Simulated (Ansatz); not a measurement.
Ansatz (a program for electronic structure) input (PBE/def2-SVP):

Ansatz 0.2 input:
```yaml
crystal:
  periodic: [false, false, false]
  atoms:
    - {symbol: Tl, position_ang: [-0.00000000, -0.00000000, -1.13760339]}
    - {symbol: I, position_ang: [0.00000000, 0.00000000, 1.73860141]}
basis:
  gaussian:
    orbitals: def2-SVP
hamiltonian:
  xc: {name: PBE}
output: {forces: true}
```

Output:

```
Functional definition: PBE
integrals: 0.01 GiB planned
608 factors; their error is unknown
mean field: 0.10 GiB planned
mean field evaluation 1: about -12797.1552 eV, gradient 1.4e1 eV
mean field evaluation 2: about -12776.7774 eV, gradient 7.2e1 eV
mean field evaluation 4: about -12798.0644 eV, gradient 2.0e0 eV
mean field evaluation 8: about -12798.0821 eV, gradient 1.2e-2 eV
mean field -12798.08207229 eV, -470.3208413050 hartree, gradient 2.3e-5 eV, S^2 0.000000; 0 other end points of the search recorded, 0 dependent functions left out
the calculation of the forces begins
reference -12798.08210168 eV, -470.3208423850 hartree; 23, 23 occupied and 29, 29 virtual orbitals, 608 factors
Total energy: -12798.08210168 eV, -470.3208423850 hartree
Atom 0 at    -0.000000    -0.000000    -1.137603 Å, force    -0.000000    -0.000000    -0.052239 eV/Å
Atom 1 at     0.000000     0.000000     1.738601 Å, force     0.000000     0.000000     0.052239 eV/Å
Dipole moment:     0.000000    -0.000000    -0.876236 e Å
```

The geometry given is a B3LYP-D3(BJ)/def2-TZVP minimum.
